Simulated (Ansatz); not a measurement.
`[NH2][Mg][Br]` + H₂ → `[MgH][Br]` + NH₃ at 400 K and 1 bar (hydrogenolysis of a Mg–N bond).

Computed with Ansatz on PBE0-D4/def2-TZVP structures; ΔE is electronic, products minus reactants. CBS: MP2 limit from def2 TZ/QZ plus the TZ coupled-cluster correction, frozen cores. This one scheme is used for every species. For Br, Mg outer-core shells are correlated without core-valence functions, which leaves a few kJ/mol of doubt a bond. Scalar relativity is left out up to krypton. Each species was taken in one conformer, which may not be the lowest.

```
        species  CCSD(T)/CBS energy (Eh)  H − E (kJ/mol)  S (J/(mol·K))
`[NH2][Mg][Br]`              -2829.22045            89.6          323.4
             H₂                 -1.17544            38.0          139.0
    `[MgH][Br]`              -2773.87245            32.8          266.3
            NH₃                -56.50880           104.2          203.1
```

H − E and S are ideal-gas, rigid-rotor, harmonic terms from PBE0-D4/def2-TZVP, for one conformer and one mirror image of each species. The MP2-based limit puts H₂ 0.8 mEh under its directly extrapolated value; such offsets cancel only in part. 1 Eh = 2625.50 kJ/mol, R = 8.31446 J/(mol·K).

Task: By hand: ΔE, ΔH, ΔS and ΔG.

Result: ΔE = (-2773.87245) + (-56.50880) − (-2829.22045) − (-1.17544) = 0.01464 Eh = 38.4 kJ/mol. Δ(H − E) = 32.8 + 104.2 − 89.6 − 38.0 = 9.4, so ΔH = 47.8 kJ/mol. ΔS = 266.3 + 203.1 − 323.4 − 139.0 = 7.0 J/(mol·K). ΔG = 47.8 − 400 × (7.0)/1000 = 45.0 kJ/mol.

Task: By hand: the equilibrium constant, and the temperature at which ΔG would vanish if ΔH and ΔS stayed fixed.

Result: log₁₀ K = −ΔG/(RT ln 10) = -5.9. ΔG = 0 at ΔH/ΔS = 6829 K, far beyond where these terms or the molecules hold.

The number of gas molecules stays the same, so ΔS is small and ΔH decides. A doubt of 5 kJ/mol in ΔE shifts log₁₀ K by 0.7 here. Other conformers and mirror images would add mixing entropy, several J/(mol·K) or more a flexible species. These are equilibria of isolated gas molecules and say nothing of rates. Largest T1 diagnostic: 0.007 (customary marks: 0.02 for closed shells, 0.045 for open ones).
